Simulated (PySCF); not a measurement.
Computed XPS line lists of a few unrelated compounds.

Computed with PySCF, delta-SCF UKS SCAN, pcX-2 on the ionised atom, pcseg-1 elsewhere, spin-free X2C. Geometries: PBE0-D3(BJ)/def2-SVP; isolated species, one conformer each.

Line lists (1s up to Mg, 2p3/2 beyond, nothing for Ge; areas count atoms within a level, one atom standing for each set equivalent by bonding):
1. C 1s: 290.51 (area 1), 293.15 (area 1) eV; O 1s: 538.32 eV; Si 2p3/2: 106.84 eV
2. B 1s: 196.63 eV; C 1s: 290.64 (area 1), 290.97 (area 1), 292.56 (area 2) eV; N 1s: 403.63 eV; O 1s: 538.56 eV
3. C 1s: 291.53 eV; N 1s: 404.63 eV; Si 2p3/2: 106.34 (area 1), 106.59 (area 1), 106.60 (area 1) eV

Structures:
A. `COB(C[N](C)[GeH3])OC`
B. `[H]/N=C\[SiH2][SiH2][SiH3]`
C. `C[SiH2]C=O`

Q: Which list belongs to which compound?

A: 
- 1 = C: no other candidate has this set of levels. C 1s: 290.51 Si-methyl carbon, 293.15 carbonyl carbon; O 1s: 538.32 carbonyl oxygen; Si 2p3/2: 106.84 SiH2 silicon.
- 2 = A: no other candidate has this set of levels. B 1s: 196.63 three-coordinate boron; C 1s: 290.64 sp3 carbon bound to nitrogen, 290.97 N-methyl carbon, 292.56 methoxy carbon (×2); N 1s: 403.63 nitrogen bonded to 2 C and Ge; O 1s: 538.56 boron-bound oxygen (×2).
- 3 = B: no other candidate has this set of levels. C 1s: 291.53 C=N carbon; N 1s: 404.63 C=N nitrogen; Si 2p3/2: 106.34 SiH2 silicon, 106.59 SiH2 silicon, 106.60 SiH3 silicon.

The 2p values aren't plain energy differences: one relaxed spin-free 2p hole is combined with a matrix within the shell (ground-state 2p orbital-energy differences and spin–orbit coupling). 2p3/2, the mean of its two sublevels, lies a third of the splitting below the shell's mean and 2p1/2 two thirds above it; the statistical areas are 2:1. 2 of these hole states are spin-contaminated (⟨S²⟩ up to 0.86, against 0.75; counted from 0.85) and less certain.
